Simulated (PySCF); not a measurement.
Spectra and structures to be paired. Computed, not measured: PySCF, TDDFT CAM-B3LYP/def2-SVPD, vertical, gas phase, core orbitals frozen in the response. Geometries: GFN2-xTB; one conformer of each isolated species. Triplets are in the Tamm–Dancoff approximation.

A. `O=C(/C=C/F)CC[SiH3]`
B. `C=C1C[SiH2]1`
C. `C=C[C@@](F)(C=O)C[SiH3]`
D. `C[C@H]1C=C1C[SiH3]`
E. `C=C1CO[C@@H](F)C[SiH2]1`

Lowest singlet levels (six at most, fewer where fewer were computed) with oscillator strengths:

1. 193 nm (f 0.004); 177 nm (f 0.399); 171 nm (f 0.015); 168 nm (f 0.008); 161 nm (f 0.005); 158 nm (f 0.014); T1 4.26 eV
2. 293 nm (f 0.001); 198 nm (f 0.025); 186 nm (f 0.028); 177 nm (f 0.008); 169 nm (f 0.098); 167 nm (f 0.215); T1 3.67 eV
3. 306 nm (f 0.000); 207 nm (f 0.336); 183 nm (f 0.009); 170 nm (f 0.012); 167 nm (f 0.007); 161 nm (f 0.000); T1 3.59 eV
4. 235 nm (f 0.000); 197 nm (f 0.003); 192 nm (f 0.229); 183 nm (f 0.001); 183 nm (f 0.210); 176 nm (f 0.126); T1 4.11 eV
5. 201 nm (f 0.205); 196 nm (f 0.004); 194 nm (f 0.014); 172 nm (f 0.024); 172 nm (f 0.003); 169 nm (f 0.028); T1 4.09 eV

Problem. Match each spectrum to its molecule.

Solution. 1 = E, 2 = C, 3 = A, 4 = B, 5 = D.
- A: S1 at 4.06 eV, HOMO→LUMO (92%); Löwdin shares by element: HOMO oxygen 58%, carbon 30% or more; LUMO carbon 61% or more, oxygen 18% (atoms not listed hold the other 20%); HOMO -9.13 and LUMO -0.65 eV.
- B: S1 at 5.27 eV, HOMO→LUMO (97%); Löwdin shares by element: HOMO carbon 57%, silicon 28%; LUMO carbon 65%, silicon 10% (atoms not listed hold the other 24%); HOMO -8.50 and LUMO 0.73 eV; point group Cs, 1 of its 6 listed states under f = 0.0005.
- C: S1 at 4.23 eV, HOMO→LUMO (79%); Löwdin shares by element: HOMO oxygen 35%, carbon 19% or more, silicon 9% (atoms not listed hold the other 37%); LUMO carbon 45% or more, oxygen 30%, hydrogen 6% or more (atoms not listed hold the other 19%); HOMO -9.32 and LUMO -0.43 eV.
- D: S1 at 6.16 eV, HOMO→LUMO+1 (38%), HOMO→LUMO (36%), HOMO→LUMO+2 (18%); Löwdin shares by element: HOMO carbon 75% or more (atoms not listed hold the other 25%); LUMO silicon 32%, carbon 20% or more, hydrogen 8% or more (atoms not listed hold the other 40%); HOMO -7.96 and LUMO 1.07 eV.
- E: S1 at 6.41 eV, HOMO-1→LUMO (60%), HOMO-2→LUMO (21%), HOMO→LUMO (11%); Löwdin shares by element: HOMO carbon 58% or more, oxygen 8%, silicon 6% (atoms not listed hold the other 27%); LUMO carbon 60% or more, silicon 10%, hydrogen 6% or more (atoms not listed hold the other 25%); HOMO -9.10 and LUMO 0.64 eV.
